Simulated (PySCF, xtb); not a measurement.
C2H5BrSn, SMILES C=[CH][SnH2][Br]. One conformer was computed; it need not be the lowest.

Harmonic wavenumbers (cm⁻¹) from GFN2-xTB (xtb) at its own minimum, in rising order: 31, 91, 196, 232, 340, 441, 460, 500, 550, 635, 898, 970, 1005, 1196, 1390, 1441, 1621, 1660, 3048, 3062, 3090.

**Question.** What does PBE-D3(BJ)/def2-SVP (PySCF 2.14.0) give at its own minimum? (The exact figures need the calculation; the answer reports its results.)

**Answer.** 50, 101, 213, 246, 376, 452, 493, 542, 609, 666, 939, 957, 988, 1201, 1364, 1609, 1848, 1868, 3043, 3094, 3133. Paired by order, the mean absolute difference is 50 cm⁻¹ and the zero-point energies are 32.7 and 34.0 kcal/mol.
